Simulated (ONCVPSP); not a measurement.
Cutoff test, Ru, ONCV

ONCVPSP 4.0.1 input, shortened (lines: element, Z, core and valence counts, functional; n l f; lmax; l rc ep ncon nbas qcut; lloc lpopt rc5 dvloc0; l nproj debl; icmod fcfact rcfact), PBE, scalar-relativistic:

```
  Ru 44.00    8    3        4      upf
    1    0    2.00
    2    0    2.00
    2    1    6.00
    3    0    2.00
    3    1    6.00
    3    2   10.00
    4    0    2.00
    4    1    6.00
    4    2    7.00
    5    0    0.50
    5    1    0.50
    2
    0    2.95    0.00    4    8    2.10
    1    4.00    0.00    4    8    1.80
    2    2.25    0.00    4    8    6.40
    4    5    1.75    0.00
    0    1    3.90
    1    1    1.40
    2    2    0.60
    3    1.75    1.30
```

Problem. For each optimised wave give the share of its norm inside rc, the residual kinetic energy above qcut (Ha) and the cutoffs (Ha) for errors of 10, 1, 0.1 and 0.01 mHa per electron.

Solution.

```tsv
wave	norm inside rc	residual KE	10 mHa	1 mHa	0.1 mHa	0.01 mHa
5s	0.441	2.5e-03	1.4	4.4	17.6	20.9
5p	0.351	8.8e-05	0.4	0.8	1.4	10.6
4d	0.802	9.5e-06	13.0	15.9	18.4	20.8
d projector 2	0.114	7.9e-06	11.7	15.3	18.1	20.4
```

The occupied waves need 16 Ha and 18 Ha for 1 and 0.1 mHa. Note: ghosts flagged at negative energy: s at -38.8 eV; GHOST(+) flagged for p at 3.7 eV. A true bound ghost makes a file unfit for plane-wave use. 1 of 4 tests not solved or not reliable.
